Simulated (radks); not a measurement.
Valence configurations of the oxygen ion O3+ (all share [He]). Method: scalar-relativistic Kohn-Sham, r2SCAN, spin-polarised, spherical densities, finite nucleus; open shells are filled with parallel spins first; meta-GGA in the generalised Kohn-Sham scheme; Fermi nuclear charge, rms radius 2.6991 fm; computed with a radial shooting solver on a logarithmic mesh with Libxc functionals. Energies are relative to 2s2 2p1; eigenvalues in eV for spin up.

valence      E (eV)  moment (Bohr magnetons)    e(2p)    e(2s)
2s2 2p1       0.000                        1  -66.338  -82.150
2s1.5 2p1.5   4.894                        2  -67.356  -83.218
2s1 2p2       7.032                        3  -67.921  -83.764
2s0.5 2p2.5  14.921                        3  -67.609  -83.325
2p3          22.745                        3  -67.278        -

NIST lists [He] 2s2 2p1 as the ground configuration; this level of theory agrees among the configurations tried. The energies are those of spherical high-spin densities, not of single terms.
